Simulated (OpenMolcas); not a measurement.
# OpenMolcas run: Fe

Input:

```
&GATEWAY
Coord
1

Fe 0.0 0.0 0.0
Basis=ANO-RCC-VQZP
Group=XYZ
NoMove
AngMom=0.0 0.0 0.0
AMFI
&SEWARD
Relativistic=R04O02
&RASSCF
FileOrb=start.orb
Symmetry=1
Spin=5
nActEl=8 0 0
Inactive=3 6
Ras2=6 0
CIRoot=15 15 1
SDav=15
CIMx=300
Iter=120 100
PrWF=0.3
OrbListing=Nothing
MaxOrb=0
Atom
>>> COPY $Project.JobIph JOB001
&RASSCF
FileOrb=start.orb
Symmetry=1
Spin=3
nActEl=8 0 0
Inactive=3 6
Ras2=6 0
CIRoot=105 105 1
SDav=105
CIMx=300
Iter=120 100
PrWF=0.3
OrbListing=Nothing
MaxOrb=0
Atom
CIOnly
>>> COPY $Project.JobIph JOB002
&RASSCF
FileOrb=start.orb
Symmetry=1
Spin=1
nActEl=8 0 0
Inactive=3 6
Ras2=6 0
CIRoot=22 22 1
SDav=105
CIMx=300
Iter=120 100
PrWF=0.3
OrbListing=Nothing
MaxOrb=0
Atom
>>> COPY $Project.JobIph JOB003
&RASSI
NrOfJobIphs=3 15 46 22
1 2 3 4 5 6 7 8 9 10 11 12 13 14 15
1 2 3 4 5 6 7 8 9 10 11 12 13 14 15 16 17 18 19 20 21 22 23 24 25 26 27
28 29 30 31 32 33 34 35 36 37 38 39 40 41 42 43 44 45 46
1 2 3 4 5 6 7 8 9 10 11 12 13 14 15 16 17 18 19 20 21 22
IphNames
JOB001
JOB002
JOB003
EJob
SpinOrbit
DIPRint=1.0
SOCoupling=1000.0
Subsets=2
MEES
Property=10
'ANGMOM' 1 'ANGMOM' 2 'ANGMOM' 3 'MLTPL  1' 1 'MLTPL  1' 2 'MLTPL  1' 3
'AMFI' 1 'AMFI' 2 'AMFI' 3 'MLTPL  2' 6
SOProperty=3
'ANGMOM' 1 'ANGMOM' 2 'ANGMOM' 3
```

Launched by
```bash
OMP_NUM_THREADS=1 MOLCAS_MEM=2252 MOLCAS_PROJECT=a pymolcas a.inp > a.log  # once for each step of the input, in one work folder
```

A driver script runs the steps one by one and writes start.orb anew before each from the orbitals found so far, so a CI-only block uses the converged orbitals of the first block.

Output, cut to the results:

```
--- SEWARD ---
Basis set label: FE.ANO-RCC...7S6P4D3F2G1H.

      Electronic valence basis set:
      ------------------
      Associated Effective Charge  26.000000 au
      Associated Actual Charge     26.000000 au
      Nuclear Model: Point charge

      Shell  nPrim  nBasis  Cartesian Spherical Contaminant
         s      21       7        X
         p      15       6        X
         d      10       4                 X
         f       6       3                 X
         g       4       2                 X
         h       2       1                 X
Relativistic=R04O02
                  Relativistic Douglas-Kroll-Hess integrals:
                    - DKH order of Hamiltonian: 4
                    - DKH order of Properties : 2
--- RASSCF ---
Wave function specifications:
      -----------------------------

      Number of closed shell electrons          18
      Number of electrons in active shells       8
      Max number of holes in RAS1 space          0
      Max nr of electrons in RAS3 space          0
      Number of inactive orbitals                9
      Number of active orbitals                  6
      Number of secondary orbitals              80
      Spin quantum number                      2.0
      State symmetry                             1
Orbital specifications:
      -----------------------

      Symmetry species                           1   2
                                                ag  au
      Frozen orbitals                            0   0
      Inactive orbitals                          3   6
      Active orbitals                            6   0
      RAS1 orbitals                              0   0
      RAS2 orbitals                              6   0
      RAS3 orbitals                              0   0
      Secondary orbitals                        36  44
      Deleted orbitals                           0   0
      Number of basis functions                 45  50
      Number of CSFs                            15
      Number of root(s) required                15
      Iter CI   SX   CI       RASSCF       Energy    max ROT     max BLB   max BLB  Level Ln srch  Step   QN
          iter iter root      energy       change     param      element    value   shift minimum  type update
 Nr of preliminary CI iterations:   1
      Total energies have been shifted. Add                -1000.00 au
        1   1    3    0  -271.27099256    0.00E+00  -6.90E-07    9  11 1 -4.46E-07   0.22   0.00    SX    NO
        2   1    3    0  -271.27099256   -2.50E-12  -3.04E-07    4  11 2 -3.72E-07   0.22   0.00    SX    NO
        3   1    2    0  -271.27099256   -9.09E-13  -6.57E-08    4  11 2  2.39E-07   0.22   0.00    SX    NO
        4   1    2    0  -271.27099256    2.50E-12  -5.34E-08    4  11 2 -2.02E-07   0.22   0.00    SX    NO
      Convergence after  4 iterations
        5   1    2    0  -271.27099256   -1.59E-12  -5.34E-08    4  11 2  1.19E-07   0.22   0.00    SX    NO
      Natural orbitals and occupation numbers for root  1
      sym 1:   1.000000   1.000000   1.000000   1.000000   2.000000   2.000000
      Natural orbitals and occupation numbers for root  2
      sym 1:   1.000000   1.000000   2.000000   1.000000   1.000000   2.000000
      Natural orbitals and occupation numbers for root  3
      sym 1:   1.000000   2.000000   1.000000   1.000000   1.000000   2.000000
::    RASSCF root number  1 Total energy:  -1271.30776438
::    RASSCF root number  2 Total energy:  -1271.30776438
::    RASSCF root number  3 Total energy:  -1271.30776438
::    RASSCF root number  4 Total energy:  -1271.30776438
::    RASSCF root number  5 Total energy:  -1271.30776438
::    RASSCF root number  6 Total energy:  -1271.27461227
::    RASSCF root number  7 Total energy:  -1271.27461227
::    RASSCF root number  8 Total energy:  -1271.27461227
::    RASSCF root number  9 Total energy:  -1271.27461227
::    RASSCF root number 10 Total energy:  -1271.27461227
::    RASSCF root number 11 Total energy:  -1271.27461227
::    RASSCF root number 12 Total energy:  -1271.27461227
::    RASSCF root number 13 Total energy:  -1271.20126021
::    RASSCF root number 14 Total energy:  -1271.20126021
::    RASSCF root number 15 Total energy:  -1271.20126021
--- RASSCF ---
Wave function specifications:
      -----------------------------

      Number of closed shell electrons          18
      Number of electrons in active shells       8
      Max number of holes in RAS1 space          0
...
--- RASSI ---
SPIN-FREE ENERGIES:
  (Shifted by EMIN (a.u.) =      -1271.3077643843)

 SF State       Relative EMIN(au)   Rel lowest level(eV)    D:o, cm**(-1)      L_eff

     1             0.0000000000        0.0000000000              0.0000         2.0
     2             0.0000000000        0.0000000000              0.0000         2.0
     3             0.0000000000        0.0000000000              0.0000         2.0
     4             0.0000000000        0.0000000000              0.0000         2.0
     5             0.0000000000        0.0000000000              0.0000         2.0
     6             0.0331521113        0.9021149054           7276.0474         3.0
     7             0.0331521113        0.9021149054           7276.0474         3.0
     8             0.0331521113        0.9021149054           7276.0474         3.0
     9             0.0331521113        0.9021149054           7276.0474         3.0
    10             0.0331521113        0.9021149054           7276.0474         3.0
    11             0.0331521113        0.9021149054           7276.0474         3.0
    12             0.0331521113        0.9021149054           7276.0474         3.0
    16             0.0657244269        1.7884527671          14424.8444         3.0
    17             0.0657244269        1.7884527671          14424.8444         3.0
    18             0.0657244269        1.7884527671          14424.8444         3.0
    19             0.0657244269        1.7884527671          14424.8444         3.0
    20             0.0657244269        1.7884527671          14424.8444         3.0
    21             0.0657244269        1.7884527671          14424.8444         3.0
    22             0.0657244269        1.7884527671          14424.8444         3.0
    23             0.0908500954        2.4721570353          19939.2912         5.0
    24             0.0908500954        2.4721570353          19939.2912         5.0
...
```

Levels above the lowest, from the spin-orbit matrix, grouped by J:

| Configuration | Term | J | E (cm⁻¹) | Measured (cm⁻¹) | g | Term weight % |
| --- | --- | --- | --- | --- | --- | --- |
| 3d⁶ 4s² | ⁵D | 4 | 0.0 | 0.0 | 1.501 | 100 |
| 3d⁶ 4s² | ⁵D | 3 | 393 | 416 | 1.501 | 100 |
| 3d⁶ 4s² | ⁵D | 2 | 671 | 704 | 1.501 | 100 |
| 3d⁶ 4s² | ⁵D | 1 | 850 | 888 | 1.501 | 100 |
| 3d⁶ 4s² | ⁵D | 0 | 937 | 978 |  | 100 |
| 3d⁷ 4s | ⁵F | 5 | 7090 | 6928 | 1.401 | 100 |
| 3d⁷ 4s | ⁵F | 4 | 7568 | 7377 | 1.351 | 100 |
| 3d⁷ 4s | ⁵F | 3 | 7952 | 7728 | 1.250 | 100 |
| 3d⁷ 4s | ⁵F | 2 | 8241 | 7986 | 1.000 | 100 |
| 3d⁷ 4s | ⁵F | 1 | 8434 | 8155 | -0.002 | 100 |
| 3d⁷ 4s | ³F | 4 | 14357 |  | 1.251 | 100 |
| 3d⁷ 4s | ³F | 3 | 14983 |  | 1.084 | 100 |
| 3d⁷ 4s | ³F | 2 | 15452 |  | 0.666 | 100 |

Against the 9 measured excited levels shown (NIST Handbook of Basic Atomic Spectroscopic Data) the mean absolute deviation is 140 cm-1; the largest miss in energy is 3d⁷ 4s ⁵F₁: computed 8434, measured 8155 cm⁻¹ (+3.4 %), and the largest in proportion 3d⁶ 4s² ⁵D₃ (-5.4 %).

Without dynamic correlation excited terms often stand tens of per cent too high (terms of higher spin than the ground term too low), and those without a measured partner can miss by more than the paired ones. Terms from blocks run as CI alone lack orbitals of their own. A single d shell beside an s shell can misplace configurations of different d count against each other. Computed and measured levels are paired by configuration, term and J; levels that our copy of the source lacks, or whose pairing is in doubt (as where it misses far off the trend of its configuration), stay unpaired and out of the deviations. Only configurations of the active space appear. The first state left out of the spin-orbit step lies near 23000 cm-1 above the lowest spin-free state of the reference (among the parities and spins computed), and the list stops at four fifths of that energy or lower.

The term weight is that of the spin-free term in the level, not the purity of its configuration.
